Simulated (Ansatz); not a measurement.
A nudged elastic band was laid between two geometries of C₂H₈N₂OSSi (15 atoms, charge 0, multiplicity 1).

All numbers below come from Ansatz, RHF/def2-SVP.

- movable images: 5
- climbing image: yes
- spring: 5.0 eV/Å²
- optimiser: quadratic models (default)
- start path: IDPP
- force threshold: 0.05 eV/Å
- iteration limit: 60
- end points: relaxed

Initial state:

```xyz
15
Properties=species:S:1:pos:R:3
N 1.577 -1.599 0.594
C 0.858 -0.442 0.189
O 1.678 0.653 0.177
N -0.248 -0.114 1.022
C -1.089 0.954 0.498
Si -1.279 0.705 -1.399
S 0.247 -0.793 -1.596
H 1.864 -1.502 1.553
H 1.059 -2.447 0.469
H 2.388 0.493 -0.427
H -0.783 -0.940 1.207
H -2.046 0.946 1.021
H -0.623 1.918 0.702
H -2.602 0.178 -1.805
H -1.024 1.938 -2.175
```

Final state:

```xyz
15
Properties=species:S:1:pos:R:3
N 1.318 -1.722 0.765
C 0.753 -0.530 0.236
O 1.634 0.530 0.106
N -0.292 -0.089 1.078
C -1.087 0.995 0.523
Si -1.297 0.698 -1.367
S 0.089 -0.941 -1.509
H 1.805 -1.504 1.617
H 1.953 -2.161 0.126
H 2.162 0.417 -0.670
H -0.850 -0.878 1.342
H -2.043 1.041 1.045
H -0.586 1.948 0.691
H -2.655 0.270 -1.772
H -0.928 1.876 -2.181
```

Problem. Which bonds break or form, and what moves?

Solution. No bond is made or broken. The height of N1 over the plane of its neighbours goes from 0.34 to -0.36 Å.

Problem. Give the energies along the band, and the barrier.

Solution. The forces met the threshold. The highest image is number 3 of 0 to 6, 3.6 kcal/mol above the first end and 3.5 kcal/mol above the last; the last end lies 0.1 kcal/mol above the first. A vibrational analysis at the climbing image gives one clearly imaginary mode, 639i cm⁻¹: a first-order saddle point.

```csv
image,path coordinate (Å),energy (kcal/mol),height of N1 over the plane of its neighbours (Å)
0,0.00,0.0,0.34
1,0.22,0.3,0.31
2,0.44,1.9,0.20
3,0.66,3.6,-0.01
4,0.94,1.4,-0.26
5,1.22,0.3,-0.34
6,1.50,0.1,-0.36
```

Problem. What is the geometry of the highest image?

Solution. 
```xyz
15
Properties=species:S:1:pos:R:3
N 1.435 -1.625 0.712
C 0.802 -0.464 0.236
O 1.646 0.620 0.144
N -0.275 -0.051 1.063
C -1.092 1.012 0.500
Si -1.292 0.697 -1.388
S 0.159 -0.882 -1.525
H 1.930 -1.570 1.576
H 1.429 -2.475 0.198
H 2.325 0.429 -0.486
H -0.817 -0.854 1.315
H -2.051 1.041 1.018
H -0.612 1.976 0.664
H -2.635 0.215 -1.783
H -0.973 1.881 -2.214
```

Problem. What are the harmonic wavenumbers there?

Solution. 639i, 61, 196, 248, 313, 358, 406, 449, 488, 538, 555, 573, 640, 676, 685, 718, 836, 866, 926, 972, 1067, 1160, 1229, 1291, 1311, 1361, 1402, 1471, 1570, 1624, 1722, 2329, 2347, 3219, 3275, 3827, 3840, 3994, 4178 cm⁻¹.

The band took 6 iterations and about 100 core-seconds.

Run time: 53 s on 2 threads of AMD EPYC 9R45 96-Core Processor (Zen 5), with other jobs on the host, peak memory 0.46 GiB.
